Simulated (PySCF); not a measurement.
## Ionising KSi

UHF-MP2; K x2c-SVPall, Si x2c-SVPall; spin-free X2C with a Gaussian nucleus (PySCF 2.14). Neutral (UHF): quartet (σ ↑, π ↑↑), Re = 3.096 Å, ωe = 203 cm⁻¹, De = 1.30 eV.

KSi⁺ (UHF): triplet (σ ↑, π ↑), Re = 3.785 Å, ωe = 90.4 cm⁻¹, De = 0.28 eV to K⁺ + Si. The energies at the minima are -890.84689 hartree for KSi and -890.65804 for KSi⁺.

Problem. Work out the adiabatic ionisation energy, without and with harmonic zero-point energies (1 hartree = 27.2114 eV, 1 eV = 8065.5 cm⁻¹), and the change of the bond length.

Solution. At UHF-MP2: 0.18885 hartree = 5.139 eV between the minima; the zero-point term (90.4 − 203.0)/2 cm⁻¹ = -0.007 eV makes it 5.132 eV. Re changes by +68.9 pm against the neutral. The electron leaves a π orbital, and the ion is left as a loose complex of an ion and an atom.

Correlated steps freeze 10 core orbitals. Weak bonds: KSi⁺. Basis-set superposition, not corrected here, can be much of De in a small basis, most of all at correlated wavefunction levels. For an ion De counts to the pair picked by the measured ionisation energies or electron affinities, which need not be the lowest pair at this level. States were picked by a PBE0 search and need not be the measured ground states.
